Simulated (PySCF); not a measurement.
In(Cl)(NH2)2 (ClH₄InN₂), SMILES [NH2][In]([NH2])[Cl].

The structure is a stationary point at PBE0-D3(BJ)/def2-SVP. The structure was generated by enumeration; whether it is a known compound was not checked. The def2 effective core potentials stand for the cores of In; spin–orbit coupling is left out. One conformer was computed; it need not be the lowest.

Two levels are set side by side: PBE/def2-TZVP (PySCF) and r2SCAN/def2-TZVP (PySCF). Same geometry, gas phase. Differences are taken from unrounded values.

```csv
quantity,r2SCAN,PBE,PBE minus r2SCAN
orbital gap (eV),4.22,3.69,-0.53
highest occupied level (eV),-6.29,-5.99,0.30
lowest empty level (eV),-2.06,-2.30,-0.23
dipole moment (D),3.71,3.61,-0.10
mean polarisability (bohr³),64.1,66.2,2.1
```

Rough cost on one machine, each run with all the roots and properties that it gave: r2SCAN against PBE about 4 times.
